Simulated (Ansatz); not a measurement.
Relaxation of the cluster CaTe2 with RKS r2SCAN-D4/def2-TZVP.

```sh
$ ansatz run in.yaml --threads 4 --pin off --events-out ev --progress --plain --max-ram 3916MiB
```

```yaml
crystal:
  periodic: [false, false, false]
  atoms:
    - {symbol: Ca, position_ang: [1.216800, 0.931770, 0.470450]}
    - {symbol: Te, position_ang: [-0.490690, 0.045130, -1.554920]}
    - {symbol: Te, position_ang: [-0.726110, -0.976900, 1.084470]}
basis:
  gaussian: {orbitals: def2-TZVP}
hamiltonian: {xc: r2scan, dispersion: d4}
scf: {lower_state_search: "off"}
output: {orbitals: {seedname: orbitals}}
relax: {f_tol: 0.02, max_steps: 100}
```

Hardware: 4 threads of Intel Xeon on a shared host. Wall time 7 s.

Positions (Å) and forces (eV/Å) at steps 1, 2, 3 of 3:

```xyz
3
step=1 energy=-33032.1728 eV
Ca    1.217    0.932    0.470    0.228    0.176    0.082
Te   -0.491    0.045   -1.555   -0.106   -0.068   -0.084
Te   -0.726   -0.977    1.084   -0.122   -0.108    0.002
3
step=2 energy=-33032.1740 eV
Ca    1.244    0.953    0.480   -0.182   -0.140   -0.067
Te   -0.504    0.034   -1.556    0.086    0.058    0.060
Te   -0.740   -0.986    1.076    0.096    0.083    0.007
3
step=3 energy=-33032.1769 eV
Ca    1.231    0.943    0.476   -0.003   -0.002   -0.001
Te   -0.498    0.039   -1.556    0.001    0.001    0.002
Te   -0.734   -0.982    1.080    0.001    0.002   -0.001
```

In the def2 sets Te takes a core potential; there is no spin–orbit coupling. The structure comes from a short search, and lower isomers may exist.
